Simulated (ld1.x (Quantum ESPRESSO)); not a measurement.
**nitrogen (N) RRKJ: all-electron and pseudo phase curves**

```json
{"Element": "N", "Generator": "ld1.x (Quantum ESPRESSO) 7.5", "Type": "norm-conserving RRKJ (Kleinman–Bylander form)", "Functional": "BLYP", "Relativity": "scalar-relativistic", "Frozen core": "[He]", "Valence charge": "5", "Reference configuration": "2s1.75 2p3.25", "Partial waves": "2s (bound): rc 1.05 bohr; 2p (bound): rc 2.50 bohr; 3d channel at 0.1 Ry: rc 2.00 bohr", "Local potential": "all-electron potential smoothed inside 1.80 bohr (lloc = -1)", "Core correction": "Bessel-smoothed model core inside 1.05 bohr"}
```

The phase is arctan(r·u′/u) with u = r·R(r), unwrapped; energies in Ry, scanned from -3 to 5 Ry. A pole is an energy at which the radial function vanishes at the test radius. The pseudo phase is shifted by a multiple of π to meet the all-electron one at the reference energy, and phase errors are pseudo minus all-electron; the curves can meet again beyond the range given. Levels narrower than the energy grid can be missing from the lists of poles.

| channel | radius (bohr) | reference energy (Ry) | poles, all-electron | poles, pseudo | unbroken range about the reference energy with phases within 0.05 rad | phase error 1 Ry above the reference energy (rad) |
| --- | --- | --- | --- | --- | --- | --- |
| s | 2.71 | -1.36 | -1.21, 3.75 | -1.21, 4.15 | below 0.6 | +0.006 |
| p | 2.71 | -0.53 | -0.31, 3.87 | -0.30, 4.84 | below 0.7 | +0.029 |
| d | 2.71 | 0.10 | 2.96 | 2.98 | below 4.7 | +0.001 |

Note: ghost state, extra bound levels that the all-electron valence spectrum of the same l lacks: s at -113.1 eV. A true bound ghost makes a file unfit for plane-wave use.

Phases in the p channel:

| E (Ry) | all-electron | pseudo |
| --- | --- | --- |
| -3.00 | 1.351 | 1.351 |
| -2.76 | 1.341 | 1.341 |
| -2.52 | 1.328 | 1.329 |
| -2.28 | 1.314 | 1.315 |
| -2.04 | 1.296 | 1.297 |
| -1.80 | 1.272 | 1.274 |
| -1.56 | 1.240 | 1.242 |
| -1.32 | 1.192 | 1.195 |
| -1.08 | 1.105 | 1.109 |
| -0.84 | 0.870 | 0.876 |
| -0.60 | -0.504 | -0.501 |
| -0.36 | -1.507 | -1.504 |
| -0.12 | -1.706 | -1.698 |
| 0.12 | -1.808 | -1.795 |
| 0.36 | -1.894 | -1.871 |
| 0.60 | -1.990 | -1.952 |
| 0.84 | -2.124 | -2.052 |
| 1.08 | -2.341 | -2.197 |
| 1.32 | -2.736 | -2.430 |
| 1.56 | -3.356 | -2.826 |
| 1.80 | -3.899 | -3.378 |
| 2.04 | -4.204 | -3.852 |
| 2.28 | -4.372 | -4.140 |
| 2.52 | -4.475 | -4.309 |
| 2.76 | -4.545 | -4.415 |
| 3.00 | -4.596 | -4.488 |
| 3.24 | -4.636 | -4.541 |
| 3.48 | -4.669 | -4.582 |
| 3.72 | -4.697 | -4.614 |
| 3.96 | -4.722 | -4.641 |
| 4.20 | -4.746 | -4.663 |
| 4.44 | -4.768 | -4.683 |
| 4.68 | -4.792 | -4.701 |
| 4.92 | -4.816 | -4.718 |
